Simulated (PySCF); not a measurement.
Can point charges reproduce the dipole moment of `C[Si@H](Br)C#[C][GeH3]`?

Coordinates (PBE0-D3(BJ)/def2-SVP, Å) and charges (e) from the PBE0/pcSseg-1 density (PySCF):

| atom | x | y | z | Mulliken | IAO | Hirshfeld | ESP-fitted |
| --- | --- | --- | --- | --- | --- | --- | --- |
| C1 | -2.614 | 0.557 | -0.076 | -0.6263 | -0.7216 | -0.2073 | -0.4702 |
| Si2 | -1.484 | -0.784 | -0.705 | +0.8602 | +0.9035 | +0.3675 | +0.4055 |
| Br3 | -1.870 | -2.661 | 0.443 | -0.3718 | -0.2651 | -0.1210 | -0.1710 |
| C4 | 0.273 | -0.339 | -0.461 | -0.3966 | -0.3382 | -0.1604 | -0.1838 |
| C5 | 1.450 | -0.053 | -0.283 | -0.2456 | -0.2620 | -0.1345 | -0.1446 |
| Ge6 | 3.284 | 0.380 | -0.006 | +0.3435 | +0.5130 | +0.3389 | +0.2748 |
| H7 | -3.667 | 0.263 | -0.206 | +0.1572 | +0.1653 | +0.0505 | +0.1314 |
| H8 | -2.429 | 0.738 | 0.993 | +0.1616 | +0.1675 | +0.0510 | +0.1395 |
| H9 | -2.437 | 1.493 | -0.628 | +0.1540 | +0.1647 | +0.0524 | +0.1612 |
| H10 | -1.718 | -1.094 | -2.141 | -0.0635 | -0.1141 | -0.0694 | -0.0520 |
| H11 | 3.595 | 1.680 | -0.761 | +0.0071 | -0.0723 | -0.0570 | -0.0305 |
| H12 | 3.518 | 0.565 | 1.499 | +0.0094 | -0.0707 | -0.0557 | -0.0290 |
| H13 | 4.143 | -0.771 | -0.546 | +0.0107 | -0.0699 | -0.0550 | -0.0313 |

**Question.** Compute μ = Σ q r for each scheme (1 e·Å = 4.803 D) and compare with the dipole of the full density.

**Answer.** The full density gives (0.58, 2.00, -0.34) D, 2.11 D in size; dipole vectors point from the negative to the positive end.

```
    scheme    μx    μy     μz  size (D)  share of the full size (%)  angle to the full dipole (°)
  Mulliken  2.82  3.42  -1.46      4.67                         221                            24
       IAO  1.14  1.68  -1.02      2.27                         107                            24
 Hirshfeld  0.72  1.10  -0.20      1.33                          63                            17
ESP-fitted  0.60  2.12  -0.40      2.24                         106                             1
```

**Question.** Which set comes closest?

**Answer.** Length of the difference vector: ESP-fitted 0.14 D, Hirshfeld 0.92 D, IAO 0.94 D, Mulliken 2.88 D. Closest: ESP-fitted. The schemes that divide the density aren't constrained to reproduce the dipole.

**Question.** What is left for the Hirshfeld atoms' own dipoles?

**Answer.** The shares of the density sum to the whole, so what Σ q r misses lies in dipoles about the nuclei. The atomic dipoles sum to (0.58, 2.00, -0.34) − (0.72, 1.10, -0.20) = (-0.14, 0.90, -0.14) D, 0.92 D in size.

**Question.** With the origin at the mean of the coordinates, (0.003, -0.002, -0.221) Å, which are the largest single terms, by size, of the Hirshfeld dipole along the direction of the full one?

**Answer.** Ge6 +2.01, Si2 -1.90, Br3 +1.83, H11 -0.73, H10 +0.40 D; all 13 atoms together +1.27 D. The single terms depend on the origin, their sum doesn't.

**Question.** Give the size of the full dipole in other units.

**Answer.** 2.11 D = 0.830 au = 0.439 e·Å = 7.04 × 10⁻³⁰ C·m.

Geometry: PBE0-D3(BJ)/def2-SVP; no solvent, vibrations or thermal averaging. The calculation is non-relativistic, for germanium and bromine too.
